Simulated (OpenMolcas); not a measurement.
An atom or ion with 27 electrons was computed by MS-CASPT2, IPEA 0.25 Eh, imaginary shift 0.1 Eh with spin-orbit coupling (OpenMolcas, ANO-RCC-VQZP, DKH2). The lowest levels that the run gave, each within 12 % of the measured value where one is at hand:

| J | Parity | E (cm⁻¹) | g |
| --- | --- | --- | --- |
| 5/2 | even | 0.0 | 1.200 |
| 3/2 | even | 2210 | 0.800 |
| 9/2 | even | 62250 | 1.334 |
| 7/2 | even | 63450 | 1.235 |
| 5/2 | even | 64500 | 1.027 |
| 3/2 | even | 65230 | 0.402 |
| 7/2 | even | 67880 | 1.146 |
| 5/2 | even | 69780 | 0.863 |

Q: Which ion is it, and what are the configurations and terms?

A: Cu2+ (Z = 29, charge +2; active space 9 electrons in 6 orbitals (3d 4s)). J, parity and g give the terms where levels are pure, and mixed ones are named by the computed weights; the size of the splittings, set against known spectra of the 27-electron sequence, gives the charge. In order, with the measured energies in cm⁻¹ (Sugar and Musgrove, J. Phys. Chem. Ref. Data 19, 527 (1990)): 3d⁹ ²D_5/2, 3d⁹ ²D_3/2 (2072), 3d⁸ 4s ⁴F_9/2 (60805), 3d⁸ 4s ⁴F_7/2 (62065), 3d⁸ 4s ⁴F_5/2 (63149), 3d⁸ 4s ⁴F_3/2 (63887), 3d⁸ 4s ²F_7/2 (67017), 3d⁸ 4s ²F_5/2.

CASPT2 does not keep the components of a term degenerate, so their means are used; among the terms shown or strongly mixed into the levels shown the widest spread is 1100 cm-1 (3d⁸ 4s ²F). Terms from blocks run as CI alone lack orbitals of their own. A single d shell beside an s shell can misplace configurations of different d count against each other. Measured partners are found by configuration, term and J. A level has none where our copy of the source lacks it or the pairing is in doubt (some pairs that miss far off the trend of their configuration count as doubtful), and it then counts in no deviation. Levels of configurations outside the active space are missing.
